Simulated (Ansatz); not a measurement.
Reaction (formal hydrolysis of the Si–F bond): `C=C[Si](F)(Cl)Cl` + H₂O → `C=C[Si](O)(Cl)Cl` + H–F

Program: Ansatz. Geometries: PBE0-D4/def2-TZVP. ΔE: electronic, gas phase. CCSD(T)/CBS is the MP2 limit (def2-TZVPP, def2-QZVPP) plus CCSD(T) − MP2 in def2-TZVPP, frozen cores. This one scheme is used for every species. DFT in def2-TZVPP. Each species was taken in one conformer, which may not be the lowest.

```tsv
level	ΔE (eV)
B2PLYP	0.37
CCSD/CBS(def2)	0.36
```

(1) What does CCSD(T)/CBS give? (Best estimate.)

Largest T1 diagnostic among the species: 0.011.

Answers

(1) The calculation gave: +0.35 eV. The listed levels differ from it by 0.02, 0.01 eV.

The D4 term adds −0.04 eV with B3LYP and −0.02 eV with PBE0; it sums over pairs of atoms, weighted by their polarisabilities, and B3LYP, whose exchange is more repulsive, gets the larger term. Leaving LDA and LC-ωPBE aside and taking each functional with its dispersion term where it has one, the values, not all of them listed here, spread over 0.09 eV, from revPBE-D4 to B97M-V. LDA lies −0.06 eV from PBE without D4. In def2-TZVPP, CCSD(T) changes the Hartree–Fock value by −0.07 eV (the triples alone add −0.01 eV) and MP2 by −0.09 eV.

B3LYP here is the variant with VWN-RPA as its local correlation; programs differ in this.
